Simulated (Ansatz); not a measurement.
Geometry optimisation, Ansatz, RKS B3LYP-D4/def2-SVP.

Input:

```yaml
crystal:
  periodic: [false, false, false]
  atoms:
    - { symbol: Zn, position_ang: [0.0, 0.0, 0.0] }
    - { symbol: C, position_ang: [0.0, 0.0, 1.98] }
    - { symbol: H, position_ang: [-0.9996, -0.3092, 2.3505] }
    - { symbol: H, position_ang: [0.7676, -0.7111, 2.3505] }
    - { symbol: H, position_ang: [0.232, 1.0203, 2.3505] }
    - { symbol: O, position_ang: [0.0, 0.0, -1.79] }
    - { symbol: H, position_ang: [0.2547, -0.9174, -2.1271] }
basis:
  gaussian: { orbitals: def2-SVP }
hamiltonian:
  xc: b3lyp
  dispersion: d4
relax:
  f_tol: 0.02
  max_steps: 40
output:
  orbitals: {}
```

Run as:

```bash
$ ansatz run input.yaml --threads 2 --pin off --max-ram 3072MiB --backend cpu --events-out ev --progress --plain --runs-dir out
```

Where does it end, and by what steps?

The run converged. After 6 steps the energy has fallen by 0.072 eV; H7 moved furthest, 0.10 Å.

| step | energy less start (eV) | largest force component (eV/Å) | accepted |
| --- | --- | --- | --- |
| 0 | 0.0000 | 1.724 | yes |
| 1 | -0.0582 | 0.599 | yes |
| 2 | -0.0686 | 0.162 | yes |
| 3 | -0.0694 | 0.288 | yes |
| 4 | -0.0707 | 0.072 | yes |
| 5 | -0.0717 | 0.040 | yes |
| 6 | -0.0718 | 0.001 | yes |

```xyz
7
Properties=species:S:1:pos:R:3
Zn 0.022 -0.085 0.030
C 0.000 -0.004 1.965
H -0.988 -0.289 2.361
H 0.751 -0.685 2.397
H 0.226 1.017 2.312
O 0.004 -0.024 -1.753
H 0.240 -0.847 -2.199
```

Run time: 11 s on 2 threads of Arm Neoverse V2 (shared host), peak memory 0.16 GiB.
